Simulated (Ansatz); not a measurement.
System: C$_{4}$H$_{2}$ClO, charge 0, multiplicity 2. It need not be the lowest isomer of its formula. 
Structure (B3LYP-D3(BJ)/def2-TZVP (Ansatz, a quantum-chemistry and plane-wave program) minimum search):
```
C
C 1 1.3600
O 1 1.3626 2 110.28
C 3 1.3735 1 107.70 2 0.00
C 4 1.3441 3 107.96 1 0.00
H 4 1.0736 5 135.27 2 180.00
H 1 1.0749 2 132.74 5 180.00
Cl 2 1.7152 1 127.23 7 0.00
```
Charge 0, spin multiplicity 2.

Property: atomisation energy (electronic, to ground-state atoms), in kJ/mol. Cores are frozen in the correlated levels unless marked. Open shells are spin-unrestricted. Spin-orbit coupling is left out. Non-relativistic. The coupled-cluster limit lacks core correlation, which all-electron functionals hold. CBS marks a two-point X^-3 extrapolation of the correlation energy; Hartree-Fock from the larger set.

The UHF reference is spin-contaminated (<S^2> 0.36 over the pure value in the largest basis). 

```tsv
level	program	atomisation energy (kJ/mol)
SVWN5/def2-TZVPD	Ansatz	4252.4
r2SCAN-D3(BJ)/def2-TZVPD	Ansatz + dftd3	3587.1
PBE0-D3(BJ)/def2-TZVPD	Ansatz + dftd3	3613.5
PBE0/def2-TZVP	Ansatz	[?]
SCS-MP2/cc-pV(D+d)Z	Ansatz	3207.1
SCS-MP2/cc-pV(T+d)Z	Ansatz	3404.6
CCSD(T)/CBS(cc-pV(T+d)Z,cc-pV(Q+d)Z)	Ansatz	[?]
```

### Question
Fill in the missing entries.

### Answer

- PBE0/def2-TZVP, atomisation energy (kJ/mol): 3596.9
- CCSD(T)/CBS(cc-pV(T+d)Z,cc-pV(Q+d)Z), atomisation energy (kJ/mol): 3507.8
